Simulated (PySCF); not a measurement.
Computed shifts of a molecule C2H8GeO, PBE/pcSseg-1 (PySCF), GIAO, gas phase, equivalent atoms averaged, in ppm (number of nuclei): ¹³C: 5.8 (2). ¹H: 5.54 (1), 0.69 (6), -0.11 (1). References: ⁷³Ge against GeH4 (σ = 1614.4 ppm); ¹³C against TMS (σ = 182.0 ppm); ¹⁷O against H2O (σ = 334.3 ppm); ¹H against TMS (σ = 31.49 ppm), references at their B3LYP-D3(BJ)/def2-TZVP geometries, non-relativistic. The structure is a stationary point at B3LYP-D3(BJ)/def2-SVP. Other conformers were not sampled.

Which structure fits?
A. [CH3][GeH2][CH2]O
B. [CH3][GeH]([CH3])[OH]
C. C[C@@H](O)[GeH3]
D. CC[O][GeH3]

B, [CH3][GeH]([CH3])[OH]
